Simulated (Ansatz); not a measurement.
Input for Ansatz (development build ahead of 0.2.0):

```yaml
crystal:
  periodic: [false, false, false]
  atoms:
    - { symbol: Al, position_ang: [-0.00534, -0.00205, 0.0082] }
    - { symbol: Cl, position_ang: [1.24624, 1.24935, 1.23885] }
    - { symbol: Cl, position_ang: [1.23936, -1.248, -1.24464] }
    - { symbol: Cl, position_ang: [-1.24351, 1.25671, -1.25139] }
    - { symbol: Cl, position_ang: [-1.23966, -1.25184, 1.24536] }
basis:
  gaussian: { orbitals: STO-3G }
total_charge: -1
hamiltonian:
  xc: hf
correlation:
  method: mp2
  frozen_orbitals: { Al: 5, Cl: 5 }
```

The input is written out in the form of the current development build from the run's settings.

Results

```
Converged                       : yes
Reference energy                : -2057.71193 hartree
Correlation energy              : -0.02964 hartree
Total energy                    : -2057.74158 hartree
Spin squared of the determinant : 0.000
```

Caution: no diffuse functions for an anion.
